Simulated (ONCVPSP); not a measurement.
# Reading a pseudo-wave (S)

Columns: radius, all-electron u(r) and pseudo u(r) of the 3p shell (level -22.23 eV) of sulfur in the configuration [Ne] 3s2 3p2.5; PBE, scalar-relativistic, ONCV scheme, ONCVPSP 4.0.1.

```json
{"r (bohr)": "0.082", "all-electron": "-0.1410", "pseudo": "0.0060"}
{"r (bohr)": "0.165", "all-electron": "-0.3058", "pseudo": "0.0241"}
{"r (bohr)": "0.248", "all-electron": "-0.3713", "pseudo": "0.0538"}
{"r (bohr)": "0.330", "all-electron": "-0.3447", "pseudo": "0.0938"}
{"r (bohr)": "0.413", "all-electron": "-0.2554", "pseudo": "0.1436"}
{"r (bohr)": "0.495", "all-electron": "-0.1336", "pseudo": "0.2004"}
{"r (bohr)": "0.578", "all-electron": "0.0035", "pseudo": "0.2637"}
{"r (bohr)": "0.660", "all-electron": "0.1392", "pseudo": "0.3301"}
{"r (bohr)": "0.742", "all-electron": "0.2668", "pseudo": "0.3982"}
{"r (bohr)": "0.825", "all-electron": "0.3832", "pseudo": "0.4668"}
{"r (bohr)": "0.908", "all-electron": "0.4845", "pseudo": "0.5329"}
{"r (bohr)": "0.990", "all-electron": "0.5692", "pseudo": "0.5934"}
{"r (bohr)": "1.072", "all-electron": "0.6391", "pseudo": "0.6475"}
{"r (bohr)": "1.155", "all-electron": "0.6952", "pseudo": "0.6944"}
{"r (bohr)": "1.238", "all-electron": "0.7372", "pseudo": "0.7325"}
{"r (bohr)": "1.320", "all-electron": "0.7663", "pseudo": "0.7612"}
{"r (bohr)": "1.402", "all-electron": "0.7842", "pseudo": "0.7807"}
{"r (bohr)": "1.485", "all-electron": "0.7925", "pseudo": "0.7909"}
{"r (bohr)": "1.568", "all-electron": "0.7921", "pseudo": "0.7918"}
{"r (bohr)": "1.650", "all-electron": "0.7846", "pseudo": "0.7846"}
{"r (bohr)": "1.733", "all-electron": "0.7711", "pseudo": "0.7711"}
{"r (bohr)": "1.815", "all-electron": "0.7529", "pseudo": "0.7528"}
{"r (bohr)": "1.898", "all-electron": "0.7306", "pseudo": "0.7305"}
{"r (bohr)": "1.980", "all-electron": "0.7056", "pseudo": "0.7056"}
{"r (bohr)": "2.062", "all-electron": "0.6784", "pseudo": "0.6784"}
{"r (bohr)": "2.145", "all-electron": "0.6494", "pseudo": "0.6494"}
```

Problem. How many radial nodes do the two functions have?

Solution. The all-electron 3p function has n − l − 1 = 1; the pseudo-wave has 0, since the states of the same l below it are removed with the core.

Problem. At about which radius was the pseudo-wave matched?

Solution. 1.65 bohr, where the columns begin to agree (steps of 0.08 bohr).

Problem. Is the pseudo-wave norm-conserving?

Solution. Yes: the ONCV scheme keeps the norm inside the radius equal to the all-electron one, which fixes the energy derivative of the logarithmic derivative at the level.
